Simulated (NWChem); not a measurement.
Program: NWChem. System: CF (+1), charge 1, spin multiplicity 1, at a geometry optimised with PBE0/def2-SVP. The structure started from a generated list of species. Level: LDA (SVWN5)/6-31G* (spherical d).

The NWChem input:

```
start mol
memory heap 200 mb stack 900 mb global 1100 mb
charge 1
geometry units angstroms nocenter noautoz
  C      0.000000     0.000000     0.692096
  F      0.000000     0.000000    -0.461397
  symmetry group C2v
end
basis spherical
  * library 6-31g*
end
dft
  xc slater vwn_5
  semidirect memsize 60000000 filesize 0
  iterations 100
end
property
  dipole
  response 1 0.0
end
task dft property
```

Part of the output:

```
             Northwest Computational Chemistry Package (NWChem) 7.3.0
             --------------------------------------------------------

                                NWChem Input Module
                                -------------------

 Scaling coordinates for geometry "geometry" by  1.889725989
 (inverse scale =  0.529177249)

 Turning off AUTOSYM since
 SYMMETRY directive was detected!

                             Geometry "geometry" -> ""
                             -------------------------

 Output coordinates in angstroms (scale by  1.889725989 to convert to a.u.)

  No.       Tag          Charge          X              Y              Z
 ---- ---------------- ---------- -------------- -------------- --------------
    1 C                    6.0000     0.00000000     0.00000000     0.69209600
    2 F                    9.0000     0.00000000     0.00000000    -0.46139700

 Effective nuclear repulsion energy (a.u.)      24.7730774664

            Nuclear Dipole moment (a.u.)
            ----------------------------
        X                 Y               Z
 ---------------- ---------------- ----------------
     0.0000000000     0.0000000000     0.0000056692

      Symmetry information
      --------------------

 Group name             C2v
 Group number             16
 Group order               4
 No. of unique centers     2

      Symmetry unique atoms

     1    2


 Summary of "ao basis" -> "" (spherical)
 ------------------------------------------------------------------------------
       Tag                 Description            Shells   Functions and Types
 ---------------- ------------------------------  ------  ---------------------
 *                           6-31g*                   on all atoms

                              NWChem Property Module
                              ----------------------

                                 NWChem DFT Module
                                 -----------------

 Summary of "ao basis" -> "ao basis" (spherical)
 ------------------------------------------------------------------------------
       Tag                 Description            Shells   Functions and Types
 ---------------- ------------------------------  ------  ---------------------
 C                           6-31g*                  6       14   3s2p1d
 F                           6-31g*                  6       14   3s2p1d

 Summary of "ao basis" -> "ao basis" (spherical)
 ------------------------------------------------------------------------------
       Tag                 Description            Shells   Functions and Types
 ---------------- ------------------------------  ------  ---------------------
 C                           6-31g*                  6       14   3s2p1d
 F                           6-31g*                  6       14   3s2p1d

            General Information
            -------------------
          SCF calculation type: DFT
          Wavefunction type:  closed shell.
          No. of atoms     :     2
          No. of electrons :    14
           Alpha electrons :     7
            Beta electrons :     7
          Charge           :     1
          Spin multiplicity:     1
          Use of symmetry is: off; symmetry adaption is: off
          Maximum number of iterations: 100
          AO basis - number of functions:    28
                     number of shells:    12
          Convergence on energy requested:  1.00D-06
          Convergence on density requested:  1.00D-05
          Convergence on gradient requested:  5.00D-04

              XC Information
              --------------
                        Slater Exchange Functional  1.000 local
                      VWN V Correlation Functional  1.000 local

             Grid Information
             ----------------
          Grid used for XC integration:  medium
          Radial quadrature: Mura-Knowles
          Angular quadrature: Lebedev.
          Tag              B.-S. Rad. Rad. Pts. Rad. Cut. Ang. Pts.
          ---              ---------- --------- --------- ---------
          C                   0.70       49           5.0       434
          F                   0.50       49           5.0       434
          Grid pruning is: on
          Number of quadrature shells:    98
          Spatial weights used:  Erf1

          Convergence Information
          -----------------------
          Convergence aids based upon iterative change in
          total energy or number of iterations.
          Levelshifting, if invoked, occurs when the
          HOMO/LUMO gap drops below (HL_TOL):  1.00D-02
          DIIS, if invoked, will attempt to extrapolate
          using up to (NFOCK): 10 stored Fock matrices.

                    Damping( 0%)  Levelshifting(0.5)       DIIS
                  --------------- ------------------- ---------------
          dE  on:    start            ASAP                start
          dE off:    2 iters        100 iters           100 iters

      Screening Tolerance Information
      -------------------------------
          Density screening/tol_rho:  1.00D-10
          AO Gaussian exp screening on grid/accAOfunc:  14
          CD Gaussian exp screening on grid/accCDfunc:  20
          XC Gaussian exp screening on grid/accXCfunc:  20
          Schwarz screening/accCoul:  1.00D-08

      Superposition of Atomic Density Guess
      -------------------------------------

 Sum of atomic energies:        -137.03258617

 Renormalizing density from      15.00 to     14

      Non-variational initial energy
      ------------------------------

 Total energy =    -131.425332
 1-e energy   =    -222.599021
 2-e energy   =      66.400612
 HOMO         =      -0.892308
 LUMO         =      -0.464723

------------------------------------------------------------
EAF file 0: "./mol.aoints.0" size=524288 bytes
------------------------------------------------------------
               write      read    awrite     aread      wait
               -----      ----    ------     -----      ----
     calls:        1         0         0         0         0
   data(b): 5.24e+05  0.00e+00  0.00e+00  0.00e+00
   time(s): 0.00e+00  0.00e+00  0.00e+00  0.00e+00  0.00e+00
rate(mb/s): 0.00e+00  0.00e+00
------------------------------------------------------------

   convergence    iter        energy       DeltaE   RMS-Dens  Diis-err    time
 ---------------- ----- ----------------- --------- --------- ---------  ------
 d= 0,ls=0.0,diis     1   -136.1810750975 -1.61D+02  8.45D-02  3.12D+00     0.1
 d= 0,ls=0.0,diis     2   -133.0937429457  3.09D+00  6.97D-02  3.40D+01     0.1
 d= 0,ls=0.0,diis     3   -136.4304557645 -3.34D+00  8.15D-03  3.79D-02     0.2
 d= 0,ls=0.0,diis     4   -136.4358414711 -5.39D-03  1.74D-03  3.01D-03     0.2
 d= 0,ls=0.0,diis     5   -136.4362653030 -4.24D-04  6.64D-05  3.37D-05     0.2
  Resetting Diis
 d= 0,ls=0.0,diis     6   -136.4362680127 -2.71D-06  1.78D-05  1.83D-06     0.2
 d= 0,ls=0.0,diis     7   -136.4362681894 -1.77D-07  7.08D-06  1.74D-08     0.2

         Total DFT energy =     -136.436268189365
      One electron energy =     -231.637105520750
           Coulomb energy =       84.786004987207
    Exchange-Corr. energy =      -14.358245122251
 Nuclear repulsion energy =       24.773077466429

 Numeric. integr. density =       13.999998864105

     Total iterative time =      0.1s

                       DFT Final Molecular Orbital Analysis
                       ------------------------------------

 Vector    5  Occ=2.000000D+00  E=-9.426565D-01
              MO Center=  2.3D-10,  6.6D-10, -2.8D-01, r^2= 5.5D-01
   Bfn.  Coefficient  Atom+Function         Bfn.  Coefficient  Atom+Function
  ----- ------------  ---------------      ----- ------------  ---------------
    17      0.531213  2 F  px                18      0.354608  2 F  py
    21      0.303148  2 F  px                 3      0.211861  1 C  px
    22      0.202364  2 F  py                 4      0.141426  1 C  py
     7      0.051520  1 C  px                 8      0.034392  1 C  py
    13      0.033705  1 C  d  1              27     -0.031361  2 F  d  1

 Vector    6  Occ=2.000000D+00  E=-9.426565D-01
              MO Center= -1.9D-10,  8.2D-10, -2.8D-01, r^2= 5.5D-01
   Bfn.  Coefficient  Atom+Function         Bfn.  Coefficient  Atom+Function
  ----- ------------  ---------------      ----- ------------  ---------------
    18      0.531213  2 F  py                17     -0.354608  2 F  px
    22      0.303148  2 F  py                 4      0.211861  1 C  py
    21     -0.202364  2 F  px                 3     -0.141426  1 C  px
     8      0.051520  1 C  py                 7     -0.034392  1 C  px
    11     -0.033705  1 C  d -1              25      0.031361  2 F  d -1

 Vector    7  Occ=2.000000D+00  E=-7.379099D-01
              MO Center=  3.1D-10,  1.1D-08,  9.2D-01, r^2= 8.1D-01
   Bfn.  Coefficient  Atom+Function         Bfn.  Coefficient  Atom+Function
  ----- ------------  ---------------      ----- ------------  ---------------
     6      0.552379  1 C  s                  5      0.404398  1 C  pz
     2      0.397068  1 C  s                 19     -0.245707  2 F  pz
     1     -0.182233  1 C  s                 23     -0.100262  2 F  pz
     9      0.071238  1 C  pz                16     -0.065009  2 F  s
    20     -0.055357  2 F  s                 12     -0.048730  1 C  d  0

 Vector    8  Occ=0.000000D+00  E=-5.195508D-01
              MO Center=  2.7D-10, -1.3D-08,  5.4D-01, r^2= 9.4D-01
   Bfn.  Coefficient  Atom+Function         Bfn.  Coefficient  Atom+Function
  ----- ------------  ---------------      ----- ------------  ---------------
     4      0.727984  1 C  py                 8      0.377336  1 C  py
    18     -0.356577  2 F  py                22     -0.263065  2 F  py

 Vector    9  Occ=0.000000D+00  E=-5.195508D-01
              MO Center= -5.7D-10,  1.1D-09,  5.4D-01, r^2= 9.4D-01
   Bfn.  Coefficient  Atom+Function         Bfn.  Coefficient  Atom+Function
  ----- ------------  ---------------      ----- ------------  ---------------
     3      0.727984  1 C  px                 7      0.377336  1 C  px
    17     -0.356577  2 F  px                21     -0.263065  2 F  px

 Vector   10  Occ=0.000000D+00  E=-1.543714D-01
              MO Center=  6.3D-12,  6.0D-11,  4.8D-01, r^2= 1.8D+00
   Bfn.  Coefficient  Atom+Function         Bfn.  Coefficient  Atom+Function
  ----- ------------  ---------------      ----- ------------  ---------------
     9     -1.138600  1 C  pz                20     -1.117125  2 F  s
     6      1.051629  1 C  s                  5     -0.499919  1 C  pz
    23     -0.469535  2 F  pz                19     -0.296943  2 F  pz
    16     -0.242542  2 F  s                 15      0.098602  2 F  s
     1     -0.052253  1 C  s                 12     -0.046561  1 C  d  0

 center of mass
 --------------
 x =   0.00000000 y =   0.00000000 z =  -0.02808234

 moments of inertia (a.u.)
 ------------------
          34.945124610691           0.000000000000           0.000000000000
           0.000000000000          34.945124610691           0.000000000000
           0.000000000000           0.000000000000           0.000000000000

     Multipole analysis of the density
     ---------------------------------

     L   x y z        total         alpha         beta         nuclear
     -   - - -        -----         -----         ----         -------
     0   0 0 0      1.000000     -7.000000     -7.000000     15.000000

     1   1 0 0     -0.000000     -0.000000     -0.000000      0.000000
     1   0 1 0     -0.000000     -0.000000     -0.000000      0.000000
     1   0 0 1      0.301474      0.150734      0.150734      0.000006

     2   2 0 0     -5.762419     -2.881210     -2.881210      0.000000
     2   1 1 0      0.000000      0.000000      0.000000      0.000000
     2   1 0 1     -0.000000     -0.000000     -0.000000      0.000000
     2   0 2 0     -5.762419     -2.881210     -2.881210      0.000000
     2   0 1 1     -0.000000     -0.000000     -0.000000      0.000000
     2   0 0 2     -5.488910    -11.297093    -11.297093     17.105277

 *** CALLING NEW AORESP DRIVER FOR CLOSED AND OPEN SHELLS ***
 Entering AOResponse driver routine

--------------------------------------------------------------------------------

          ****************
          *** RESPONSE ***
          ****************

 Response module for NWChem and dynamic CPKS solver

          -----------------------------------------------
          Solving response equations for perturbing field
          -----------------------------------------------

 number of frequencies:     1
 frequency in a.u.:  0.0000000E+00
 Perturbing field: electric
 Using El. Dipole Length Gauge

 Setting up CPKS with frequency omega =      0.00000000 a.u.

 STATIC response

                                NWChem CPHF Module
                                ------------------

  scftype          =     RHF
  nclosed          =        7
  nopen            =        0
  variables        =      147
  # of vectors     =        3
  tolerance        = 0.10D-03
  level shift      = 0.00D+00
  max iterations   =       50
  max subspace     =       30

  int2e_file: Failed to allocate cache ... halving
 SCF residual:    3.9986491055883595E-004

Iterative solution of linear equations
  No. of variables      147
  No. of equations        3
  Maximum subspace       30
        Iterations       50
       Convergence  1.0D-04

   iter   nsub   residual    time
   ----  ------  --------  ---------
     1      3    5.81D+00       0.3
     2      6    1.57D+00       0.4
     3      9    1.55D-01       0.5
     4     12    6.95D-03       0.6
     5     15    1.83D-03       0.6
     6     18    8.82D-05       0.7

 Electric Dipole Response Matrix (nonzero elements):

              1        2        3
    1    6.9381   0.0000  -0.0000
    2    0.0000   6.9381  -0.0000
    3   -0.0000  -0.0000   8.7378

 ------------------------------------------
 average:         7.53797 + I       0.00000

 DFT Linear Response polarizability / au
 Frequency  =       0.0000000 / au
 Wavelength = -999999.0000000 / nm
              X              Y              Z
 -----------------------------------------------
 X       6.9380659      0.0000000     -0.0000000
 Y       0.0000000      6.9380659     -0.0000000
 Z      -0.0000000     -0.0000000      8.7377671
 -----------------------------------------------
 Eigenvalues =       6.9380659      6.9380659      8.7377671
 Isotropic   =       7.5379663
 Anisotropic =       1.7997012
 -----------------------------------------------

 Magnetic Dipole Response Matrix (nonzero elements):
 Optical rotation tensor Beta

 *** static G'=0. Use GPRIME input with finite omega
 *** or better ORBETA without GPRIME for small or zero freq.

 zero matrix

 ------------------------------------------
 average:         0.00000 + I       0.00000

 Exiting AOResponse driver routine

          -------------
          Dipole Moment
          -------------

 Center of charge (in au) is the expansion point
         X =       0.0000000 Y =       0.0000000 Z =       0.0000004

   Dipole moment        0.3014735580 A.U.
             DMX       -0.0000000017 DMXEFC        0.0000000000
             DMY       -0.0000000615 DMYEFC        0.0000000000
             DMZ        0.3014735580 DMZEFC        0.0000000000
   -EFC- dipole         0.0000000000 A.U.
   Total dipole         0.3014735580 A.U.

   Dipole moment        0.7662751432 Debye(s)
             DMX       -0.0000000043 DMXEFC        0.0000000000
             DMY       -0.0000001563 DMYEFC        0.0000000000
             DMZ        0.7662751432 DMZEFC        0.0000000000
   -EFC- dipole         0.0000000000 DEBYE(S)
   Total dipole         0.7662751432 DEBYE(S)

 1 a.u. = 2.541766 Debyes

 Task  times  cpu:        0.7s     wall:        0.7s

 Total times  cpu:        0.7s     wall:        0.7s
```
